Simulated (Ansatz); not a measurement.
`ClB1CC1` → `BC(=C)Cl`  (isomerisation)

Gas-phase electronic energies from Ansatz, PBE0-D4/def2-TZVP geometries. CCSD(T)/CBS is the MP2 limit (def2-TZVPP, def2-QZVPP) plus CCSD(T) − MP2 in def2-TZVPP, frozen cores. DFT in def2-TZVPP. B3LYP here is the variant with VWN-RPA as its local correlation; programs differ in this.

`ClB1CC1`:

```xyz
8

Cl    2.056   -0.775   -1.476
B     0.722   -0.272   -0.519
C    -0.158   -0.488    0.693
C    -0.411    0.703   -0.285
H    -0.897   -1.285    0.701
H     0.205   -0.243    1.687
H    -1.309    0.659   -0.894
H    -0.208    1.702    0.092
```

`BC(=C)Cl`:

```xyz
8

B     1.100    0.597   -0.370
C    -0.089    0.067    0.448
C    -1.042   -0.691   -0.105
Cl   -0.204    0.463    2.141
H     1.950    1.272    0.122
H     1.142    0.303   -1.528
H    -1.889   -1.076    0.451
H    -0.968   -0.935   -1.159
```

CCSD(T)/CBS gives +87.0 kJ/mol.

Q: Another level gave +89.4 kJ/mol. Which?
A. ωB97X-V/def2-TZVPP
B. CCSD/def2-TZVPP
C. B3LYP-D4/def2-TZVPP
D. PBE0-D4/def2-TZVPP

A: B. CCSD/def2-TZVPP 89.4, ωB97X-V 101.2, B3LYP-D4 83.0, PBE0-D4 109.1 kJ/mol.

Largest T1 diagnostic among the species: 0.011.

From r2SCAN to r2SCAN0 (25 % exact exchange), in def2-TZVPP and without D4, ΔE moves by +5.4 kJ/mol. In def2-TZVPP, CCSD(T) changes the Hartree–Fock value by +15.9 kJ/mol (the triples alone add −2.2 kJ/mol) and MP2 by +26.6 kJ/mol. At CCSD(T), def2-SVP lies +13.7 kJ/mol from the extrapolated value and def2-TZVPP +0.1 kJ/mol.
